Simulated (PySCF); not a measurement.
# Computed structure and properties of [Tl(NH3)3]3+

System: [Tl(NH3)3]3+ (singlet); start: template (C3h). Method: PySCF 2.14.0, RKS PBE0, Tl def2-SVP with ECP60, N def2-SVP, H def2-SVP; non-relativistic Hamiltonian with scalar-relativistic core potentials where named; density fitting; no spin-orbit coupling.

Input of the relaxation:

```python
mol = gto.M(atom='''
Tl    -0.00000     0.00000     0.00000
N      2.29000    -0.00000     0.00000
H      2.68794    -0.46958     0.81330
H      2.68794    -0.46958    -0.81330
H      2.68797     0.93917     0.00000
N     -1.14500     1.98320     0.00000
H     -0.93730     2.56261     0.81330
H     -0.93730     2.56261    -0.81330
H     -2.15733     1.85826     0.00000
N     -1.14500    -1.98320     0.00000
H     -1.75064    -2.09303     0.81330
H     -1.75064    -2.09303    -0.81330
H     -0.53064    -2.79743     0.00000''',
    basis={'Tl': 'def2-SVP', 'N': 'def2-SVP', 'H': 'def2-SVP'},
    ecp={'Tl': 'def2-SVP'},
    charge=3, spin=0)
mf = dft.RKS(mol, xc='PBE0')
mf.grids.atom_grid = (50, 194)
mf = mf.density_fit()  # fitting sets: Tl def2-universal-JKFIT, N def2-universal-JKFIT, H def2-universal-JKFIT
mf.conv_tol = 1e-08; mf.max_cycle = 55
mf.kernel(dm0)  # dm0: converged density of the start geometry
# quasi-Newton relaxation in Cartesian coordinates to a largest gradient under 0.00045 Eh/bohr, steps kept in the point group
```

Run from Python with OMP_NUM_THREADS=2; the lines above give its settings. Where DIIS fails, smearing, a level shift and second-order steps follow.
It took 24 s on 2 threads of Arm Neoverse V2 (shared host), from the converged density of the start.

Course of the relaxation:

| step | energy above end (eV) | largest force component within the symmetry (eV/Å) |
| --- | --- | --- |
| 0 | 0.0850 | 0.737 |
| 1 | 0.0045 | 0.059 |
| 2 | 0.0014 | 0.029 |
| 3 | 0.0000 | 0.018 |
| 4 | 0.0000 | 0.007 |

Relaxed geometry (C3h):

```xyz
13

Tl    0.0000    0.0000    0.0000
N     2.2631    0.0015    0.0000
H     2.6470   -0.4806    0.8343
H     2.6470   -0.4806   -0.8343
H     2.6524    0.9618    0.0000
N    -1.1329    1.9591    0.0000
H    -0.9073    2.5327    0.8343
H    -0.9073    2.5327   -0.8343
H    -2.1591    1.8161    0.0000
N    -1.1302   -1.9607    0.0000
H    -1.7397   -2.0521    0.8343
H    -1.7397   -2.0521   -0.8343
H    -0.4932   -2.7779    0.0000
```

```tsv
contact	Å
Tl1–N2 (NH3)	2.263
Tl1–N6 (NH3)	2.263
Tl1–N10 (NH3)	2.263
```

On the finer grid (75, 302):

The HOMO is -25.42 eV and the LUMO is -18.73 eV. The dipole about the centre of mass is 0.00 D, the set of Mulliken populations of Tl1 outside the core potential is s 3.07, p 6.71, d 10.10 and the D3(BJ) dispersion energy (not in the energies) is -0.191 eV.

```csv
atom,Mulliken (e),Löwdin (e),spin (e)
Tl1,1.12,0.95,0.00
N2,-0.21,0.15,0.00
H3,0.28,0.18,0.00
H4,0.28,0.18,0.00
H5,0.28,0.17,0.00
N6,-0.21,0.15,0.00
H7,0.28,0.18,0.00
H8,0.28,0.18,0.00
H9,0.28,0.17,0.00
N10,-0.21,0.15,0.00
H11,0.28,0.18,0.00
H12,0.28,0.18,0.00
H13,0.28,0.17,0.00
```

On the grid (50, 194), as all that follows. Harmonic modes: 2 unstable but soft, so probably a saddle point, though modes this soft are near the noise (counted below −25 cm⁻¹); lowest -44 cm⁻¹ (negative: unstable), highest 3444 cm⁻¹, zero-point energy 3.134 eV.

Taking off one NH3 (charge 0, singlet; the rest: singlet) in vacuum, both parts rigid, costs 5.33 eV; the small basis without counterpoise inflates it. Parting with an electron moved from the ligand to the metal can be far cheaper, even downhill.

Rigid scan of NH3 along the line from its metal:

```
distance to N2 (Å)  energy (eV)
              1.96        0.669
              2.06        0.254
              2.16        0.055
              2.26        0.000
              2.36        0.040
              2.46        0.141
              2.66        0.434
```

One start shape was tried, so this needn't be the lowest isomer.
